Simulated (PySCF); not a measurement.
Q: Give a PBE0-D3(BJ)/def2-SVP geometry of `C=C[SiH2]CC`.

A: 
```
atom  x, y, z in Å
C1     2.3586   -1.0626   -0.4247
C2     2.0719    0.2392   -0.5430
Si3    0.3428    0.9528   -0.4345
C4    -0.9274   -0.3810   -0.0307
C5    -2.3605    0.1334    0.0720
H6     3.3852   -1.4430   -0.4859
H7     1.5805   -1.8166   -0.2601
H8     2.9095    0.9321   -0.7023
H9     0.3198    2.0197    0.6194
H10   -0.0134    1.6223   -1.7288
H11   -0.8546   -1.1624   -0.8075
H12   -0.6195   -0.8618    0.9142
H13   -3.0683   -0.6760    0.3114
H14   -2.6951    0.5918   -0.8724
H15   -2.4613    0.8989    0.8578
```

Orientation and origin are arbitrary. Atoms count from 1 in this order. The 5 heavy atoms lie in one plane (0.014 Å rms). The 2 C–C bonds span 1.338 Å (C1=C2, drawn double) to 1.526 Å (C4–C5, drawn single), a spread of 0.188 Å. Of the pairs four or more bonds apart, C4···H7 is among the closest relative to their van der Waals radii: 2.90 Å, 100 % of the sum of Bondi's values. Si3 (SiH2 silicon) is tetrahedral (angles from 106.6° to 111.4°).

Bonds between heavy atoms (Å): C1=C2 1.338, C2–Si3 1.874, Si3–C4 1.886, C4–C5 1.526.

Computed, not measured: PBE0-D3(BJ)/def2-SVP geometry optimisation, gas phase (PySCF 2.14.0).

Point group: near Cs, missed by 0.17 Å at most; the miss may be what the optimiser left on a soft mode. Whether it is a minimum is left open (no frequencies). One conformer, not necessarily the lowest (C1–C2–Si3–C4 4°, C2–Si3–C4–C5 180°).
